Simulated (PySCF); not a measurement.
**Levels of K from EOM-EA-GCCSD**

Reference: closed-shell K⁺, [Ar]; one electron is added. Calculated with PySCF 2.14, two-component X2C-1e with screened spin-orbit coupling, an even-tempered Gaussian basis (23 s from 0.003 bohr⁻², ratio 2.6; 17 p from 0.004 bohr⁻², ratio 2.6; 9 d from 0.0041 bohr⁻², ratio 2.8; 3 f from 1.8 bohr⁻², ratio 2.8); frozen [Ne]; the 66 highest virtual spinors dropped; of the others 66 kept and the rest restored at second order. No Breit or QED terms. Binding energies in eV.

```
level  Koopmans
4s1/2     4.013
4p1/2     2.604
4p3/2     2.598
3d5/2     1.580
```

**Question.** How does correlation move these levels?

**Answer.** 4s1/2: second order 4.304, EOM-CCSD 4.294, NIST 4.341; 4p1/2: second order 2.711, EOM-CCSD 2.710, NIST 2.731; 4p3/2: second order 2.704, EOM-CCSD 2.702, NIST 2.724; 3d5/2: second order 1.609, EOM-CCSD 1.607, NIST 1.671.

Only part of the computed levels is shown.

The screened spin-orbit operator tends to give fine-structure splittings of light species too large.

The highest levels are limited by the diffuse functions of the basis.
